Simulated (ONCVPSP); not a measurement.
## What one change does to a pseudopotential (S (Z = 16), ONCV)

ONCVPSP 4.0.1 input, shortened (lines: element, Z, core and valence counts, functional; n l f; lmax; l rc ep ncon nbas qcut; lloc lpopt rc5 dvloc0; l nproj debl; icmod fcfact rcfact), PBE, scalar-relativistic:

```
  S 16.00    3    2        4      upf
    1    0    2.00
    2    0    2.00
    2    1    6.00
    3    0    2.00
    3    1    4.00
    2
    0    1.45    0.00    4    9    5.60
    1    1.25    0.00    5    9    7.70
    2    1.30    0.47    5    8    6.80
    4    5    1.20    6.00
    0    1    1.00
    1    2    0.90
    2    2    3.60
    3    2.50    1.10
```

All-electron outer shells of the reference configuration (PBE, scalar-relativistic, ld1.x):

```tsv
shell	level (eV)	outermost node (bohr)	outermost maximum (bohr)
2s	-211.71	0.13	0.39
2p	-156.51	–	0.33
3s	-17.26	0.60	1.40
3p	-7.01	0.58	1.61
```

Change: s: qcut 3.2.

Cutoffs: the cutoffs (Ha) at which the residual kinetic energy of the hardest occupied pseudo-wave falls to 1 and 0.1 mHa per electron; they do not see the model core or the augmentation charge, which bear on the density cutoff. Errors are all-electron minus pseudo energies relative to the spin-unpolarised reference configuration.

Q: Predict the effect on cutoff, ghosts and configuration errors.

A: The potential gets harder (30 Ha and 147 Ha → 94 Ha and 147 Ha); both files keep a bound ghost (p); of the 4 tests that both files solve, the error grows in 2 and shrinks in 0 by more than 15 % and 0.3 meV (median size 1.6 → 6.7 meV).

| quantity | base | changed |
| --- | --- | --- |
| cutoff, loose | 30 Ha | 94 Ha |
| cutoff, tight | 147 Ha | 147 Ha |
| loose cutoff by channel | s 13 Ha, p 30 Ha | s 94 Ha, p 30 Ha |
| bound ghosts | p | p |
| GHOST(+) flags under 300 eV | none | none |
| error for 3s2 3p3, meV [ΔE 11.77 eV] | -0.5 | +0.7 |
| error for 3s2 3p2, meV [ΔE 34.05 eV] | +2.8 | +13 |
| error for 3s2 3p1, meV [ΔE 68.09 eV] | +26 | +66 |
| error for 3s2 3p3.5, meV [ΔE 4.66 eV] | -0.3 | -0.1 |
| s: phases at 1.47 bohr within 0.05 rad from the reference energy up to (Ha; the scan ends near 5) | 2.7 | 1.8 |
| p: phases at 1.27 bohr within 0.05 rad from the reference energy up to (Ha; the scan ends near 5) | to the end of the scan | to the end of the scan |
| d: phases at 1.32 bohr within 0.05 rad from the reference energy up to (Ha; the scan ends near 5) | to the end of the scan | to the end of the scan |
| rms error of d²Exc/dni dnj with the model core, mHa | 1.02 | 0.64 |

 A true bound ghost makes a file unfit for plane-wave use even where its test errors are small: the radial tests pick states by their node count and pass the ghost by.
